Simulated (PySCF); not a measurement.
Al(H)(Et)(OMe) (C3H9AlO), SMILES C[CH2][AlH][O]C.

Coordinates come from a ωB97X-D3(BJ)/def2-SVP optimisation. One conformer was computed; it need not be the lowest.

Two levels are set side by side: PBE/def2-TZVP (PySCF) and HF/def2-TZVP (PySCF). Same geometry, gas phase. Differences are taken from unrounded values.

```csv
quantity,HF
orbital gap (eV),12.63
highest occupied level (eV),-10.57
lowest empty level (eV),2.06
dipole moment (D),0.21
mean polarisability (bohr³),61.5
```

Problem. What does PBE give, and how far is it from HF? (Estimate from the structure and the level; the computed values follow.)

Solution. 
```
quantity                       PBE  PBE minus HF
---------------------------  -----  ------------
orbital gap (eV)              4.90         -7.73
highest occupied level (eV)  -6.21          4.36
lowest empty level (eV)      -1.32         -3.37
dipole moment (D)             0.02         -0.20
mean polarisability (bohr³)   70.6           9.2
```

Without exact exchange PBE keeps part of each electron's self-repulsion, which lifts occupied levels and narrows the gap. Loosely held outer electrons make PBE densities more polarisable. Differences between two approximate levels are no errors against the true value.

Rough cost on one machine, each run with all the roots and properties that it gave: HF against PBE about 1/4.
